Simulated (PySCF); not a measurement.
# Relaxation of sextet RuCl₂⁺

Level of theory: UPBE0 in PySCF with Ru def2-TZVP with ECP28, Cl def2-TZVP; scalar-relativistic core potentials, no spin–orbit coupling; density-fitted integrals. A (50,194) grid was used.

A start displaced from a saddle point along its imaginary mode, of C2v symmetry, held to at least that symmetry:

```xyz
3
charge 1 multiplicity 6, angstrom
Ru   -0.1519   -0.0797    0.0000
Cl    0.2214    0.1161    2.1840
Cl    0.2214    0.1161   -2.1840
```

(1) What forces act on the atoms at the start (eV/Å)?

(2) What does it relax to?

(3) How much energy is released, and in how many steps?

Results:

(1) 
```
atom     Fx     Fy     Fz
 Ru1   0.18   0.07   0.00
 Cl2  -0.09  -0.03  -0.85
 Cl3  -0.09  -0.03   0.85
```

(2) It ends at C2v with Ru–Cl 2.174 Å (×2); Cl–Ru–Cl 138.0°. A frequency run shows a minimum. Other isomers or separated fragments may lie lower.

(3) 7.6 kJ/mol in 8 steps.

With open d or f shells other occupations or spin states may lie lower.

The relaxation took 24 s on 4 threads of a shared Intel Xeon Platinum 8259CL @ 2.50GHz (Skylake/Cascade Lake) host, with 114 basis functions and 10 gradients; the process peaked at 1.1 GiB.
